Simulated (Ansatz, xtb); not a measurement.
**Two structures of Cl2FH2Si2+**

We compare I, a singlet given by its coordinates, with II, `F[SiH2][Si+](Cl)Cl`, a singlet. Both are isolated ions in the gas phase, relaxed with PBE-D3(BJ)/def2-SVP; the shapes shown needn't be the lowest conformers.

I (Å):

```xyz
7

Cl   -1.9127   -0.7358    1.6117
Cl    1.1543   -0.2000    3.3740
F    -1.0183    0.2469   -1.2400
Si   -0.3736   -0.5562   -0.0069
Si   -0.0189    0.5951    1.9435
H     0.1219   -1.9136   -0.3573
H    -0.5605    1.9595    2.2005
```

Close contacts (Å): Cl1–Si4 2.24, Cl1–Si5 2.34, Cl2–Si5 2.01, F3–Si4 1.61, Si4–Si5 2.29, Si4–H6 1.49, Si5–H7 1.49.

II (Å):

```json
{"atom": "Cl", "x (Å)": "0.4228", "y (Å)": "1.7744", "z (Å)": "3.0566"}
{"atom": "Cl", "x (Å)": "-0.7997", "y (Å)": "-1.3414", "z (Å)": "3.6418"}
{"atom": "F", "x (Å)": "0.0539", "y (Å)": "1.1217", "z (Å)": "-0.6479"}
{"atom": "Si", "x (Å)": "-0.4954", "y (Å)": "-0.2943", "z (Å)": "-0.0881"}
{"atom": "Si", "x (Å)": "-0.2832", "y (Å)": "0.0580", "z (Å)": "2.2955"}
{"atom": "H", "x (Å)": "-1.9586", "y (Å)": "-0.4901", "z (Å)": "-0.3039"}
{"atom": "H", "x (Å)": "0.4169", "y (Å)": "-1.4393", "z (Å)": "-0.3748"}
```

Estimate which is lower in electronic energy at CCSD(T)/def2-SVP + ΔMP2/def2-TZVPP, and by roughly how much.

The CCSD(T)/def2-SVP + ΔMP2/def2-TZVPP calculation puts structure II lower, by 0.101 eV.

The same difference at several levels:

| level | geometry | E(II) − E(I) (eV) | departure from the last row (eV) | job, with rough time for the two |
| --- | --- | --- | --- | --- |
| PBE-D3(BJ)/def2-SVP | PBE-D3(BJ)/def2-SVP | −0.052 | +0.049 | optimisation, 2.2 min |
| HF/def2-SVP | PBE-D3(BJ)/def2-SVP | −0.285 | −0.184 | part of the CCSD(T) run |
| MP2/def2-SVP | PBE-D3(BJ)/def2-SVP | −0.156 | −0.055 | part of the CCSD(T) run |
| CCSD(T)/def2-SVP | PBE-D3(BJ)/def2-SVP | −0.186 | −0.084 | single point |
| CCSD(T)/def2-SVP + ΔMP2/def2-TZVPP | PBE-D3(BJ)/def2-SVP | −0.101 |  | single point, 74 s |

None of the levels shown reverses the order. The largest departure from CCSD(T)/def2-SVP + ΔMP2/def2-TZVPP is that of HF/def2-SVP, 0.184 eV. Levels run at GFN2-xTB geometries aren't shown. The last row adds to CCSD(T) the change of the MP2 difference between the two basis sets, here +0.084 eV.

With harmonic frequencies from PBE-D3(BJ)/def2-SVP (ideal gas, rigid rotor, one conformer each, 200 K, 1 atm): on the last row, ΔE + ΔZPE = −0.101 eV. A mode under 50 cm⁻¹ makes harmonic enthalpies and free energies unreliable, so none is given.

The correlated steps freeze 21 core orbitals. Run with Ansatz 0.2.0; the last row on 1 thread of Intel(R) Xeon(R) Processor @ 2.50GHz (Skylake/Cascade Lake) on a shared host.
